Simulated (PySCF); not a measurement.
A PySCF script (with the pyscf-properties extension) for the NMR shieldings of `C[Si](C)(C)OC[SiH](N)N`, C₄H₁₆N₂OSi₂, on a GFN2-xTB geometry:

```python
import basis_set_exchange as bse
import numpy as np
from pyscf import gto, dft
from pyscf.prop import nmr

atoms = """
C    -1.630497   -1.678327    1.374070
Si   -1.390203    0.000771    0.521245
C    -2.585288    0.207876   -0.955395
C    -1.679162    1.440543    1.743117
O     0.163601   -0.071158    0.032037
C     0.902851    0.904872   -0.690944
Si    2.677977    0.207990   -0.821848
N     2.737495   -1.369749   -1.533259
N     3.241723    0.214263    0.802964
H    -1.576011   -2.498171    0.665895
H    -0.879788   -1.851215    2.137832
H    -2.603521   -1.719711    1.851065
H    -2.396917   -0.543225   -1.718002
H    -3.623090    0.113632   -0.652864
H    -2.470512    1.182425   -1.422961
H    -2.698381    1.455785    2.115352
H    -1.018862    1.363428    2.602758
H    -1.490683    2.403012    1.274440
H     0.435144    1.057783   -1.666740
H     0.859621    1.859278   -0.163546
H     3.537832    1.061193   -1.642462
H     2.648962   -1.446614   -2.534167
H     2.177188   -2.087351   -1.096549
H     2.562632    0.100454    1.537990
H     4.086952   -0.283639    1.027797
"""
names = dict.fromkeys(["C", "Si", "O", "N", "H"], "pcSseg-1")
basis = {el: gto.basis.parse(bse.get_basis(n, elements=[el], fmt="nwchem")) for el, n in names.items()}
mol = gto.M(atom=atoms, basis=basis, charge=0, verbose=0)
mf = dft.RKS(mol, xc="PBE0")
mf.grids.level = 2
mf.grids.alignment = dft.numint.BLKSIZE   # the property module wants whole blocks of grid points
mf.conv_tol = 1e-9
mf.kernel()

calc = nmr.RKS(mf)   # GIAO
C = mf.mo_coeff
Co = C[:, mf.mo_occ > 0]
resp = mf.gen_response(singlet=True, hermi=2)
def vind(x):   # induced exchange potential for any number of trial vectors
    d = np.einsum("pi,xij,qj->xpq", C, 2 * x.reshape(-1, C.shape[1], Co.shape[1]), Co, optimize=True)
    return np.einsum("xpq,pi,qj->xij", resp(d - d.transpose(0, 2, 1)), C, Co, optimize=True).ravel()
mo1, _ = nmr.rhf.solve_mo1(calc, with_cphf=vind)
sigma = calc.kernel(mo1)
for i, s in enumerate(sigma):   # ppm
    w = np.linalg.eigvalsh((s + s.T) / 2)
    print("%2d %-2s iso %8.1f  s11 %8.1f  s22 %8.1f  s33 %8.1f" % (i, mol.atom_pure_symbol(i), w.mean(), *w))
```

Question: Give the expected output.

Answer: 
```
 0 C  iso    185.7  s11    176.4  s22    186.1  s33    194.6
 1 Si iso    334.4  s11    313.4  s22    318.1  s33    371.8
 2 C  iso    188.2  s11    179.5  s22    187.4  s33    197.7
 3 C  iso    188.3  s11    179.0  s22    188.0  s33    197.8
 4 O  iso    323.4  s11    273.9  s22    336.8  s33    359.4
 5 C  iso    130.1  s11    105.9  s22    112.0  s33    172.4
 6 Si iso    377.3  s11    338.0  s22    379.7  s33    414.0
 7 N  iso    245.5  s11    207.8  s22    250.2  s33    278.4
 8 N  iso    250.8  s11    218.9  s22    260.5  s33    272.9
 9 H  iso     31.6  s11     27.7  s22     29.2  s33     37.8
10 H  iso     31.6  s11     27.4  s22     29.6  s33     37.8
11 H  iso     32.1  s11     27.7  s22     29.3  s33     39.3
12 H  iso     31.8  s11     27.5  s22     29.2  s33     38.5
13 H  iso     31.9  s11     27.8  s22     29.0  s33     38.8
14 H  iso     31.4  s11     27.2  s22     29.5  s33     37.4
15 H  iso     31.9  s11     27.8  s22     29.0  s33     38.9
16 H  iso     31.8  s11     27.6  s22     29.3  s33     38.5
17 H  iso     31.3  s11     27.2  s22     29.6  s33     37.3
18 H  iso     28.5  s11     23.4  s22     28.1  s33     34.0
19 H  iso     28.3  s11     23.8  s22     28.1  s33     33.0
20 H  iso     27.0  s11     23.3  s22     24.7  s33     33.0
21 H  iso     31.6  s11     25.3  s22     26.0  s33     43.4
22 H  iso     30.8  s11     23.9  s22     28.3  s33     40.3
23 H  iso     30.8  s11     22.6  s22     29.2  s33     40.5
24 H  iso     31.4  s11     23.9  s22     26.6  s33     43.6
```

These numbers come from an equivalent density-fitted implementation of the same equations, which agrees with the script to about 0.01 ppm for H and up to a few tenths of a ppm for heavy atoms, so last digits may differ.

Size and cost of the density-fitted run: 247 basis functions, 110 s wall time on 1 thread of an Arm Neoverse N1, shared host; peak memory 1.1 GiB.
